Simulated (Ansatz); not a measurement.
Pulling on the As1–H2 bond in AsH3 (SMILES [AsH3]) (multiplicity 1 held, fragments rigid). Energies count from the point at 1.525 Å.
Geometry at that point (charge 0, multiplicity 1):
```xyz
4

As     0.0004     0.0004     0.0708
H     -0.2814     1.2323    -0.7831
H     -0.9371    -0.8619    -0.7681
H      1.2044    -0.3827    -0.7836
```

Restricted levels (R-, RO-) in cc, def2 and unpolarised 6-31G sets keep to the state of the molecule at rest. Active spaces are followed from a long bond inwards. Curves can end on different states.

Cores are frozen in the correlated methods. Filled d and f shells under p-block atoms count as core.

The values were computed with Ansatz (Gaussian basis) for Hartree–Fock, density functionals and correlated methods. Values without a source in brackets are computed.

Energies in kcal/mol.

| R (Å) | R-HF/cc-pVDZ | R-MP2/cc-pVDZ | R-CCSD(T)/cc-pVDZ | R-CCSDT/cc-pVDZ | FIC-NEVPT4(SD) on CASSCF(2,2)/cc-pVDZ | FIC-MRCISD+Q on CASSCF(2,2)/cc-pVDZ |
|---|---|---|---|---|---|---|
| 1.220 | 31.9 | 32.3 | 33.1 | 33.2 | 33.5 | 33.1 |
| 1.373 | 5.8 | 6.1 | 6.5 | 6.6 | 6.7 | 6.5 |
| 1.525 | 0.0 | 0.0 | 0.0 | 0.0 | 0.0 | 0.0 |
| 1.678 | 4.8 | 4.4 | 3.7 | 3.6 | 3.5 | 3.7 |
| 1.830 | 14.8 | 13.8 | 12.1 | 12.1 | 11.8 | 12.1 |
| 2.059 | 33.5 | 31.4 | 27.5 | 27.4 | 26.9 | 27.4 |
| 2.288 | 52.8 | 49.0 | 41.9 | 41.7 | 41.1 | 41.7 |
| 2.669 | 81.9 | 73.8 | 59.1 | 59.1 | 58.3 | 59.0 |
| 3.050 | 105.6 | 91.5 | 67.3 | 68.3 | 67.4 | 68.1 |
| 3.508 | 127.7 | 103.6 | 69.4 | 72.8 | 71.8 | 72.6 |
| 4.118 | 148.5 | 107.1 | 67.7 | 74.5 | 73.4 | 74.2 |
| 4.881 | 164.4 | 97.4 | 65.6 | 74.8 | 73.8 | 74.5 |

Doubts at one or more of the structures used: a restricted determinant that unrestricted orbitals would lower (R-HF/cc-pVDZ, R-MP2/cc-pVDZ, R-CCSD(T)/cc-pVDZ, R-CCSDT/cc-pVDZ); other coupled-cluster roots lie near (R-CCSD(T)/cc-pVDZ, R-CCSDT/cc-pVDZ); T1 above 0.05 (R-CCSD(T)/cc-pVDZ, R-CCSDT/cc-pVDZ).

Ansatz is a first-principles code.
